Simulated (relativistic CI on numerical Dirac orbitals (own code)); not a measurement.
**Hyperfine structure of Ni IX, mass number 61**

Calculated at this level of theory: Dirac-Coulomb-Breit CI, orbitals from a KLI potential per configuration, model QED, unscaled Slater integrals (own radial code, finite nucleus).

Configurations in the expansion (outside the closed core [Ne]): 3s2 3p6 3d2, 3s2 3p5 3d3, 3s 3p6 3d3, 3s2 3p6 3d 4s, 3s2 3p6 3d 4p, 3s2 3p6 4s2, 3s2 3p6 3d 4d, 3s2 3p6 4s 4p, 3s2 3p6 3d 4f, 3s2 3p6 4p2, 3s2 3p6 3d 5s, 3s2 3p6 4s 4d, 3s2 3p6 3d 5p, 3p6 3d4, 3p5 3d5. Double excitations out of closed p, d and f shells are left out; levels of such configurations are missing from the list, as are those of other unlisted configurations, and high levels can miss mixing partners.

Nuclear spin I = 3/2, μ = -0.74965 μN, Q = 0.162 b (tables of Stone and Pyykkö). The electronic factors are computed for point nuclear moments, without core polarisation or the Bohr-Weisskopf and QED corrections.

| Level | E (cm⁻¹) | A (MHz) | B (MHz) |
| --- | --- | --- | --- |
| 3s2 3p6 3d2 3F_2 | 0 | -834.6 | 86 |
| 3s2 3p6 3d2 3F_3 | 1843 | -537.8 | 95 |
| 3s2 3p6 3d2 3F_4 | 4052 | -410.1 | 128 |
| 3s2 3p6 3d2 1D_2 | 24124 | -552.5 | -114 |
| 3s2 3p6 3d2 3P_1 | 27779 | -31.58 | 89 |
| 3s2 3p6 3d2 3P_2 | 29398 | -357.9 | -172 |
| 3s2 3p6 3d2 1G_4 | 38591 | -554.1 | 509 |
| 3s2 3p5 3d3 5D°_2 | 460174 | -1044 | 503 |

Levels with J = 0, under 50 % of one LS term, or S terms without an open s electron are left out. Small factors come from cancelling terms and can be off by tens of per cent or more.

At this charge configurations can still be misplaced by up to about 7 % of their energy. Terms inside the open d or f shell come out 10 to 20 % too wide with unscaled integrals.

Problem. Give the hyperfine levels of 3s2 3p6 3d2 3F_2 relative to its centre of gravity.

Solution. With K = F(F + 1) − I(I + 1) − J(J + 1), E = AK/2 + B[¾K(K + 1) − I(I + 1)J(J + 1)]/[2I(2I − 1)J(2J − 1)]: F = 1/2: 3831, F = 3/2: 2504, F = 5/2: 363.6, F = 7/2: -2482 MHz.

LS names give the leading component of a level, which can be under half, so a name can repeat, a term be missing and a line seem to break the LS rules.
